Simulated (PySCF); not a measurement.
CH2B3F3O3S.
SMILES with atom numbers: `[F:1][C:2]([F:3])([F:4])[S:5][B:6]1[O:7][BH:8][O:9][BH:10][O:11]1` (hydrogens: H12 on B8; H13 on B10)

Computed with PySCF at PBE0/pcSseg-1 and B3LYP/def2-SVPD, non-relativistic, on one gas-phase PBE0-D3(BJ)/def2-SVP geometry that isn't relaxed in the solvent. The solvent is an IEF-PCM continuum (Bondi radii, 1.10 Å for H, scaled by 1.2). Only the electrostatic response of the medium enters.

Gas phase at PBE0/pcSseg-1: HOMO -8.52 eV, LUMO -0.93 eV, dipole 1.40 D.

Question: What does the continuum do to the energy, the frontier levels and the dipole at PBE0/pcSseg-1 in chloroform and acetone?

Answer: 
```
   solvent      ε  E(solvent) − E(gas) (kJ/mol)  polarisation term (kJ/mol)  distortion of the solute (kJ/mol)  HOMO (eV)  LUMO (eV)  dipole (D)
chloroform  4.711                         -9.06                       -9.40                               0.34      -8.48      -0.72        1.58
   acetone  20.49                        -12.40                      -13.01                               0.61      -8.47      -0.67        1.63
```

Polarisation term: ½ Σ q·V over the induced surface charges. Distortion: the rise of the solute's own energy as its density leaves the gas-phase optimum. From chloroform to acetone the lowering changes by a factor 1.37, Onsager's factor (ε − 1)/(2ε + 1) by 1.30 and ε itself by 4.3.

Question: Which radius a makes the point-dipole formula ΔE = −[(ε − 1)/(2ε + 1)]·μ²/a³ give the value in acetone, with the gas-phase dipole?

Answer: μ = 0.551 au and |ΔE| = 0.00472 Eh give a = 1.64 Å; the farthest nucleus lies 3.92 Å from the centroid of the nuclei, so such a sphere wouldn't even hold the nuclei. The formula assumes a rigid point dipole at the centre of a sphere.

Question: Which Hirshfeld charges (PBE0/pcSseg-1) respond most in acetone (means over atoms taken as equivalent)?

Answer: 
| atoms | environment | gas (e) | solvent (e) | change |
| --- | --- | --- | --- | --- |
| B6 | three-coordinate boron | +0.236 | +0.244 | +0.008 |
| B8/B10 | three-coordinate boron | +0.267 | +0.272 | +0.005 |
| S5 | sulfur bonded to B and C | -0.042 | -0.046 | -0.004 |
| O9 | boron-bound oxygen | -0.211 | -0.214 | -0.003 |
| F1/F3/F4 | fluorine of a CF3 group | -0.084 | -0.086 | -0.002 |
| O7/O11 | boron-bound oxygen | -0.215 | -0.217 | -0.002 |
| H12/H13 | B–H hydrogen | -0.042 | -0.042 | 0.000 |
| C2 | CF3 carbon | +0.249 | +0.249 | 0.000 |

Question: Which Mayer bond orders change most in acetone?

Answer: 
```csv
bond,length (Å),gas,solvent,change
S5–B6,1.816,1.015,0.994,-0.021
O7–B8,1.373,1.065,1.058,-0.007
B10–O11,1.373,1.074,1.068,-0.006
F1–C2,1.325,1.016,1.012,-0.004
C2–S5,1.825,1.028,1.032,+0.004
O9–B10,1.370,1.087,1.083,-0.004
C2–F4,1.325,1.016,1.013,-0.003
O11–B6,1.369,1.093,1.096,+0.003
```

Question: How do the nuclear quadrupole coupling constants eQVzz/h respond in acetone?

Answer: 
```csv
nucleus,Q (barn),gas (MHz),solvent (MHz),η gas,η solvent
33S at S5,-0.06781,-36.72,-37.37,0.74,0.74
11B at B6,0.04059,2.84,2.86,0.02,0.01
17O at O7,-0.0256,-5.06,-5.09,0.93,0.88
11B at B8,0.04059,3.81,3.83,0.49,0.49
17O at O9,-0.0256,5.09,4.94,0.82,0.88
11B at B10,0.04059,3.80,3.82,0.49,0.49
17O at O11,-0.0256,-4.98,-5.02,0.92,0.87
```

Gas phase at B3LYP/def2-SVPD: HOMO -8.26 eV, LUMO -1.21 eV, dipole 1.41 D.

Question: What does the continuum do to the energy, the frontier levels and the dipole at B3LYP/def2-SVPD in acetone?

Answer: 
| solvent | ε | E(solvent) − E(gas) (kJ/mol) | polarisation term (kJ/mol) | distortion of the solute (kJ/mol) | HOMO (eV) | LUMO (eV) | dipole (D) |
| --- | --- | --- | --- | --- | --- | --- | --- |
| acetone | 20.49 | -10.86 | -11.64 | 0.78 | -8.18 | -0.94 | 1.65 |

Question: How does the static polarisability (B3LYP/def2-SVPD, frozen core, with the continuum's full static response) change?

Answer: 
```json
{"medium": "gas", "isotropic (au)": "80.2", "principal values (au)": "59.2, 80.9, 100.5", "⟨r²⟩ of the electrons (bohr²)": "1982.5"}
{"medium": "acetone", "isotropic (au)": "100.6", "principal values (au)": "76.6, 104.1, 121.2", "⟨r²⟩ of the electrons (bohr²)": "1983.0"}
```

The isotropic value in acetone is 1.25 times the gas-phase one; no cavity-field correction is applied. ⟨r²⟩ is taken about the centre of nuclear charge.

On one thread of an Arm Neoverse V2, shared host with 96 logical CPUs at a one-minute load of 41, this took 30 s and 1.2 GiB of memory at its peak. This is the whole shielding run at PBE0/pcSseg-1 in acetone, SCF included.

The values belong to the conformer `[F:1][C:2]([F:3])([F:4])[S:5][B:6]1[O:7][BH:8][O:9][BH:10][O:11]1`: F1–C2–S5–B6 62°, C2–S5–B6–O7 1°.
